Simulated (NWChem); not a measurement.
Species: BNH₃Br; SMILES BrBN

```xyz
6

B     -0.6011     1.0659     0.0000
H     -1.7891     1.2568     0.0000
Br     0.0387    -0.7554     0.0000
N      0.3040     2.1131     0.0000
H      1.3079     1.9817     0.0000
H      0.0053     3.0798     0.0000
```
Atoms are numbered in this order, from 1.

The geometry was optimised at PBE0/def2-SVP.

Symmetry labels are those of Cs in the frame above (b1 and b2, or b-type labels, depend on it).

Q: List the 4 lowest vertical singlet excitations from B3LYP/def2-SVPD, TDA (NWChem).

A: 
```
state  energy (eV)  oscillator strength  symmetry  leading excitation (squared amplitude)
-----  -----------  -------------------  --------  --------------------------------------
S1            6.21                0.000        a"                      HOMO → LUMO (1.00)
S2            6.82                0.064        a'                    HOMO−1 → LUMO (0.65)
S3            6.95                0.000        a"                  HOMO−1 → LUMO+1 (0.98)
S4            7.13                0.157        a'                    HOMO → LUMO+1 (0.64)
```
